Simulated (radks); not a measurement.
All-electron atom: the iodine anion I- in [Xe]. Method: scalar-relativistic Kohn-Sham, LDA (Slater exchange, VWN5 correlation), spin-unpolarised, spherical densities, point nucleus; Watson sphere of charge +1 and radius 4.17 bohr; computed with a radial shooting solver on a logarithmic mesh with Libxc functionals.

Unscreened Slater integrals over Kohn-Sham orbitals (cm^-1).

F0(5p,5p): 75751
F2(5p,5p): 39189
F0(5p,5s): 85057
G1(5p,5s): 53305
F0(5p,4d): 97867
F2(5p,4d): 24025
G1(5p,4d): 7152.6
G3(5p,4d): 6542.3
F0(5p,4p): 99133
F2(5p,4p): 20270
G0(5p,4p): 3683.8
G2(5p,4p): 4687.1
F0(5s,5s): 99201
F0(5s,4d): 122800
G2(5s,4d): 14510
F0(5s,4p): 125150
G1(5s,4p): 8263.5
F0(4d,4d): 214770
F2(4d,4d): 108410
F4(4d,4d): 71851
F0(4d,4p): 229990
F2(4d,4p): 116600
G1(4d,4p): 148420
G3(4d,4p): 91871
F0(4p,4p): 248930
F2(4p,4p): 130460
